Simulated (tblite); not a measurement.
Compound: C2F4O.
Atom-mapped SMILES: `[O:1]=[C:2]([F:3])[C:4]([F:5])([F:6])[F:7]`

Computed with GFN2-xTB (tblite), gas phase: L-BFGS steps from a force-field or distance-geometry start until the largest atomic force falls under 0.01 eV/Å.

Step 0: E = -740.9513 eV
```
atom  x, y, z in Å  |  force x, y, z in eV/Å
O1      1.1367    1.2326   -0.7240   -0.020  -2.628   0.990
C2      0.8109    0.1597   -0.2713    2.650   2.392  -1.818
F3      1.7141   -0.8706   -0.0805   -1.468   1.328  -0.175
C4     -0.5962   -0.0724    0.1241   -1.978  -1.168   1.518
F5     -0.5565   -0.3735    1.4981   -0.641   0.365  -1.841
F6     -1.1773   -1.1569   -0.5300    0.553   1.924   1.103
F7     -1.3285    1.0861   -0.0434    0.903  -2.214   0.222
```

Step 1: E = -741.1686 eV
```
atom  x, y, z in Å  |  force x, y, z in eV/Å
O1      1.1363    1.1951   -0.7100    2.326   4.898  -2.216
C2      0.8487    0.1939   -0.2974   -1.688  -4.674   1.777
F3      1.6932   -0.8515   -0.0831   -0.597   0.552  -0.101
C4     -0.6244   -0.0892    0.1459    0.507  -0.479   0.464
F5     -0.5654   -0.3683    1.4719   -0.637   0.046  -0.592
F6     -1.1694   -1.1295   -0.5141   -0.060   0.814   0.536
F7     -1.3157    1.0544   -0.0402    0.149  -1.156   0.132
```

Step 2: E = -741.3432 eV
```
atom  x, y, z in Å  |  force x, y, z in eV/Å
O1      1.1582    1.2240   -0.7245    0.383  -0.784   0.144
C2      0.8504    0.1656   -0.2926   -0.474   1.470  -0.523
F3      1.6778   -0.8375   -0.0853    0.018  -0.173   0.017
C4     -0.6328   -0.1015    0.1604    1.437   0.333  -0.316
F5     -0.5757   -0.3654    1.4541   -0.582  -0.262   0.610
F6     -1.1663   -1.1091   -0.5017   -0.513  -0.160   0.016
F7     -1.3083    1.0288   -0.0374   -0.269  -0.425   0.053
```

Step 3: E = -741.3929 eV
```
atom  x, y, z in Å  |  force x, y, z in eV/Å
O1      1.1658    1.2224   -0.7262    0.391  -0.369  -0.018
C2      0.8410    0.1759   -0.2956    0.123   0.733  -0.330
F3      1.6780   -0.8395   -0.0851   -0.245   0.105  -0.044
C4     -0.6137   -0.0975    0.1564    0.448  -0.029   0.030
F5     -0.5832   -0.3687    1.4616   -0.418  -0.145   0.122
F6     -1.1729   -1.1109   -0.5014   -0.170   0.155   0.182
F7     -1.3118    1.0233   -0.0367   -0.130  -0.449   0.057
```

Q: Estimate the geometry and energy of step 4. (The exact step hangs on the optimiser's Hessian estimate; all steps are aligned on step 3, rigid shifts and turns removed.)

A: E = -741.4241 eV, largest force 0.526 eV/Å
```
atom  x, y, z in Å  |  force x, y, z in eV/Å
O1      1.1835    1.2213   -0.7312    0.397   0.230  -0.257
C2      0.8391    0.1894   -0.3027    0.264   0.014   0.003
F3      1.6694   -0.8352   -0.0865   -0.164   0.031  -0.052
C4     -0.5964   -0.0989    0.1583   -0.194  -0.060   0.123
F5     -0.5983   -0.3729    1.4641   -0.172  -0.127   0.058
F6     -1.1791   -1.1040   -0.4945    0.026   0.033   0.097
F7     -1.3149    1.0053   -0.0346   -0.157  -0.121   0.027
```

The energy changes by -0.0311 eV. The first-order estimate −F·Δx gives -0.0491 eV and the mean of the old and new forces, exact on a quadratic surface, -0.0311 eV. The step makes an angle of 26° with the force vector and moves no atom by more than 0.018 Å.

Run on one thread of an x86-64 server, on a shared host.
